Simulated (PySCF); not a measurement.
Worked example: dipole moment from atomic charges

Sb(F)2(OMe) (CH3F2OSb), SMILES [O](C)[Sb]([F])[F]. Atoms are numbered in the order given.

```xyz
8

Sb    -0.5073     0.3148     0.0000
F     -0.4309    -1.0224     1.4059
F     -0.4309    -1.0224    -1.4059
O      1.4103     0.7303     0.0000
C      2.3923    -0.2998     0.0000
H      3.3827     0.1812     0.0000
H      2.3060    -0.9395     0.8948
H      2.3060    -0.9395    -0.8948
```
Charge 0, spin multiplicity 1.

The structure is a stationary point at B3LYP-D3(BJ)/def2-SVP. The structure was generated by enumeration; whether it is a known compound was not checked. The def2 effective core potentials stand for the cores of Sb; spin–orbit coupling is left out. The values are those of a single conformer.

Charges (e) from HF/def2-TZVP (PySCF):

| atom | ESP fit | Mulliken |
|---|---|---|
| Sb1 | 0.834 | 1.543 |
| F2 | -0.329 | -0.570 |
| F3 | -0.329 | -0.570 |
| O4 | -0.369 | -0.659 |
| C5 | -0.083 | -0.099 |
| H6 | 0.084 | 0.113 |
| H7 | 0.096 | 0.121 |
| H8 | 0.096 | 0.121 |

The dipole moment of the full density is 2.58 D.

### Question
What dipole moment does each set of point charges give, and which comes closer to that of the density?

### Answer

μ = Σ q r, and 1 e Å = 4.8032 D.
ESP fit: Σ q r = (-0.132, 0.526, 0.000) e Å, |μ| = 2.60 D.
Mulliken: Σ q r = (-0.517, 0.993, 0.000) e Å, |μ| = 5.38 D.
ESP fit comes closer in size. Point charges leave out the atoms' own dipoles (lone pairs, polarised bonds); fits to the potential absorb them, partitions of the density don't.
